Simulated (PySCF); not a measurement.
Task: Give a PBE0-D3(BJ)/def2-SVP geometry of `Ic1ncn[nH]1`.

Result: 
```xyz
8
C2H2IN3 angstrom
I      2.147   -0.322   -1.990
C      0.672   -0.210   -0.542
N      0.417   -1.089    0.394
C     -0.628   -0.525    1.051
N     -1.023    0.640    0.573
N     -0.183    0.829   -0.447
H     -1.112   -0.988    1.910
H     -0.237    1.661   -1.023
```

Orientation and origin are arbitrary. Atoms count from 1 in this order. The 4 C–N bonds span 1.309 Å (C2–N3, aromatic) to 1.357 Å (N3–C4, aromatic), a spread of 0.048 Å. The 5-membered ring C2–N3–C4–N5–N6 has internal angles of 102.3° to 115.0°; it is planar, 0.00 Å rms from its mean plane, widest ring torsion 0°. The 6 heavy atoms lie in one plane (0.001 Å rms). N6 (pyrrole-type nitrogen) is planar (angles 128.7°, 121.2° and 110.1°, sum 360.0°, 0.00 Å off the plane of its three neighbours).

Bonds between heavy atoms (Å): I1–C2 2.070, C2–N3 1.309, N3–C4 1.357, C4–N5 1.319, N5–N6 1.335, C2–N6 1.349.

Computed, not measured: PySCF 2.14.0, PBE0-D3(BJ)/def2-SVP geometry optimisation, gas phase, def2 core potentials past Kr.

Point group: Cs (every atom within 0.08 Å of its image). No frequency check.
